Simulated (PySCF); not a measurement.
# Correlation energy of Al (aluminium, neutral)

[Ne] 3s2 3p1, 2P determinant. Computed with PySCF 2.14 in cc-pV(D+d)Z (4s3p2d, 23 functions), with no relativity, point nucleus. Frozen: [Ne]; 3 electrons correlated.

MP2 pair energies summed by pair of shells (mhartree):

```csv
pair,energy,share (%)
3s-3s,-18.50,59.8
3s-3p,-12.41,40.2
```

Total MP2 correlation energy: -30.91 mhartree.

Same-spin part -2.11 and opposite-spin part -28.79 mhartree; SCS-MP2 scales them by 1/3 and 6/5 to -35.26 mhartree.

| level | correlation energy (mhartree) |
| --- | --- |
| CCSD | -47.58 |
| (T) | -0.71 |
| CCSD(T) | -48.29 |

Diagnostics: T1 = 0.015, D1 = 0.0346, largest double amplitude 0.106.

Q: Is a single reference adequate?

A: Mostly. T1 lies below 0.03, but a double amplitude of this size points to a near-degeneracy that CCSD handles and MP2 describes poorly.
